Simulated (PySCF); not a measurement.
Gas-phase equilibrium of 1 mol SO2, 29 mol O2 at 800 K and 1.00 bar, among 11 species (S2O, SO2, O2, O, S2, S6, O3, SO, S8, S, SO3). Only gases are allowed; each row takes one source of thermochemistry for all species, and Cantera finds the minimum.

Method: PySCF energies (xtb for GFN2) plus ideal-gas RRHO corrections (1 bar). † marks an energy on the PBE0/def2-TZVP geometry and frequencies; other levels use their own. 6-31G* has spherical d functions here. Open shells (unrestricted) among the columns below: O2 (multiplicity 3); the rest are closed-shell singlets. GFN2 has no spin-polarisation term. B3LYP is the form with VWN-RPA correlation. The harmonic model lacks anharmonicity and excited electronic states, which grow with temperature; levels with a mode under 35 cm⁻¹ are left out. Strong static correlation: O3.

Molecules larger than those listed are left out.

Mole fractions:

| thermochemistry | x O2 | x O3 | x SO3 | x SO2 |
|---|---|---|---|---|
| B3LYP/6-31G* | 0.97 | <1e-12 | 2.4e-5 | 0.033 |
| GFN2-xTB | 2.3e-6 | 0.95 | 0.050 | 5.6e-8 |
| M06-2X/def2-TZVP† | 0.97 | <1e-12 | 0.032 | 0.0020 |
| PBE/def2-SVP | 0.97 | <1e-12 | 9.0e-5 | 0.033 |
| r2SCAN/def2-TZVP† | 0.97 | <1e-12 | 0.033 | 0.00040 |
| ωB97M-V/def2-TZVP† | 0.97 | <1e-12 | 0.031 | 0.0025 |
The most sensitive of these is O3: it spans a factor of 10^12.0 over these rows; at this temperature one factor of ten is RT ln 10 = 15 kJ/mol.
